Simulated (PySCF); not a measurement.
One of the candidates below gave these computed data.

All candidates are C5H7NOS.

| technique | computed result |
| --- | --- |
| Polarisability | 83.3 au [PBE0/def2-SVPD] |
| Rotational structure | rotational constants A, B, C: 3.044, 1.643, 1.328 GHz [GFN2-xTB] |
| UV, first state | lowest singlet excitation: 4.64 eV (267 nm, f = 0.018) [TDDFT PBE0/def2-SVPD] |
| Dipole | 4.60 D [PBE0/def2-SVPD] |
| 13C NMR | chemical shifts (computed TMS as zero) by class: 192.5 (1 C), 75.2 (1 C), 62.3 (1 C), 50.9 (1 C), 21.7 (1 C) ppm [GIAO PBE0/pcSseg-1] |
| UV, strongest line | among the 6 lowest singlet transitions: S5 at 6.11 eV (203 nm, f = 0.055) [TDDFT PBE0/def2-SVPD] |
| NMR, other nuclei | isotropic shieldings of nuclei other than C and H, by class: -187 (1 N), 201 (1 O), 132 (1 S) ppm [GIAO PBE0/pcSseg-1] |

Electronic properties: PySCF, gas phase, density fitting. Levels stand in brackets. Isolated species at its GFN2-xTB geometry, gas phase. Each NMR value is the plain mean over a class of atoms that symmetry, rotation or inversion makes alike.

Question: Which candidate is it?
A. `CS/C=C/OCC#N`
B. `CCSc1cocn1`
C. `O=[S@@]1CC[C@@]12C=NC2`
D. `CCSc1cnco1`

Answer: C. It is `O=[S@@]1CC[C@@]12C=NC2`. Numbering: `[O:1]=[S@@:2]1[CH2:3][CH2:4][C@@:5]12[CH:6]=[N:7][CH2:8]2`. 5 carbons fall into 5 classes; from least to most shielded: imine carbon [C6] (192.5 ppm), ring sp3 carbon bound to sulfur [C5] (75.2 ppm), ring sp3 carbon bound to nitrogen [C8] (62.3 ppm), ring sp3 carbon bound to sulfur [C3] (50.9 ppm), four-membered-ring carbon [C4] (21.7 ppm). The other shieldings belong to: -187 ppm, imine nitrogen [N7]; 201 ppm, sulfinyl oxygen [O1]; 132 ppm, sulfinyl sulfur [S2]. The optimised geometry has point group C1 and is an asymmetric top.

The others, at the same levels:
- `CCSc1cocn1` fails: its computed 13C shifts are 155.3 (1 C), 146.8 (1 C), 137.4 (1 C), 32.3 (1 C), 18.8 (1 C) ppm, rotational constant A is 3.743 GHz (against 3.044 GHz) and smallest rotational constant is 0.985 GHz (against 1.328 GHz).
- `CS/C=C/OCC#N` fails: its computed 13C shifts are 150.5 (1 C), 119.0 (1 C), 107.3 (1 C), 53.9 (1 C), 22.9 (1 C) ppm, lowest singlet excitation is 4.97 eV (250 nm, f = 0.039) (against 4.64 eV) and strongest line among the 6 lowest singlet transitions is S4 at 5.48 eV (226 nm, f = 0.113) (against S5 at 6.11 eV).
- `CCSc1cnco1` fails: its computed 13C shifts are 154.0 (1 C), 153.5 (1 C), 126.5 (1 C), 33.3 (1 C), 13.5 (1 C) ppm, rotational constant A is 5.359 GHz (against 3.044 GHz) and smallest rotational constant is 0.850 GHz (against 1.328 GHz).

Each candidate is one conformer, not necessarily the lowest. Dipoles, sizes and rotational constants follow the conformer. The torsions of the flexible species, by atom-mapped SMILES:
- `[CH3:1][CH2:2][S:3][c:4]1[cH:5][o:6][cH:7][n:8]1`: C1–C2–S3–C4 76°, C2–S3–C4–C5 -177°
- `[CH3:1][S:2]/[CH:3]=[CH:4]/[O:5][CH2:6][C:7]#[N:8]`: C1–S2–C3–C4 -150°, C3–C4–O5–C6 0°, C4–O5–C6–C7 176°
- `[CH3:1][CH2:2][S:3][c:4]1[cH:5][n:6][cH:7][o:8]1`: C1–C2–S3–C4 180°, C2–S3–C4–C5 180°
